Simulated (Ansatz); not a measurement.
Ge₃Cl⁺. The state is a singlet with charge 1. Geometry r2SCAN-D4/def2-SVP, that of the neutral doublet.

Cartesian coordinates in Å:
```
Ge 0.846 0.761 0.717
Ge 0.658 0.891 -1.679
Ge -0.681 -0.881 -0.753
Cl -0.822 -0.771 1.715
```

A triplet lies near this restricted singlet, and broken spin symmetry wasn't tried. The structure comes from a short search, and lower isomers may exist.

Problem. Estimate the orbital energies around the gap (eV) in Ansatz with PBE-D4/def2-TZVP, r2SCAN-D4/def2-TZVP, PBE0-D4/def2-TZVP.

Solution. 
```csv
orbital,PBE-D4/def2-TZVP,r2SCAN-D4/def2-TZVP,PBE0-D4/def2-TZVP
HOMO−5,-16.27,-16.68,-17.59
HOMO−4,-13.97,-14.35,-15.07
HOMO−3,-13.53,-13.95,-14.95
HOMO−2,-13.29,-13.62,-14.32
HOMO−1,-11.18,-11.45,-12.04
HOMO,-10.81,-11.09,-11.64
LUMO,-10.15,-10.24,-9.55
LUMO+1,-8.38,-8.41,-7.71
LUMO+2,-8.13,-8.10,-7.41
LUMO+3,-7.40,-7.33,-6.67
LUMO+4,-6.11,-5.88,-5.31
LUMO+5,-4.98,-4.70,-4.08
```
